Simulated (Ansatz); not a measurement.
`C[SiH2]CS` → `[CH2]` (triplet) + `[SiH3]CS` at 500 K and 1 bar (formal loss of a carbene).

Calculated with Ansatz (gas phase, PBE0-D4/def2-TZVP geometries, no zero-point term in ΔE). CBS: MP2 limit from def2 TZ/QZ plus the TZ coupled-cluster correction, frozen cores. This one scheme is used for every species. Triplets are unrestricted, without spin–orbit coupling. Each species was taken in one conformer, which may not be the lowest.

```tsv
species	CCSD(T)/CBS energy (Eh)	H − E (kJ/mol)	S (J/(mol·K))
`C[SiH2]CS`	-767.78463	285.9	412.7
`[CH2]` (triplet)	-39.09499	62.7	213.9
`[SiH3]CS`	-728.50660	199.0	359.7
```

H − E and S are ideal-gas, rigid-rotor, harmonic terms from PBE0-D4/def2-TZVP, for one conformer and one mirror image of each species, with the whole ground term of open shells counted as degenerate. 1 Eh = 2625.50 kJ/mol, R = 8.31446 J/(mol·K).

Question: By hand: ΔE, ΔH, ΔS and ΔG.

Answer: ΔE = (-39.09499) + (-728.50660) − (-767.78463) = 0.18304 Eh = 480.6 kJ/mol. Δ(H − E) = 62.7 + 199.0 − 285.9 = -24.2, so ΔH = 456.4 kJ/mol. ΔS = 213.9 + 359.7 − 412.7 = 160.9 J/(mol·K). ΔG = 456.4 − 500 × (160.9)/1000 = 375.9 kJ/mol.

Question: By hand: the equilibrium constant, and the temperature at which ΔG would vanish if ΔH and ΔS stayed fixed.

Answer: log₁₀ K = −ΔG/(RT ln 10) = -39.3. ΔG = 0 at ΔH/ΔS = 2837 K, far beyond where these terms or the molecules hold.

The number of gas molecules changes by +1, which sets the sign of ΔS. A doubt of 5 kJ/mol in ΔE shifts log₁₀ K by 0.5 here. Other conformers and mirror images would add mixing entropy, several J/(mol·K) or more a flexible species. A triplet takes part, so the spin changes. These are equilibria of isolated gas molecules and say nothing of rates. Largest T1 diagnostic: 0.011 (customary marks: 0.02 for closed shells, 0.045 for open ones).
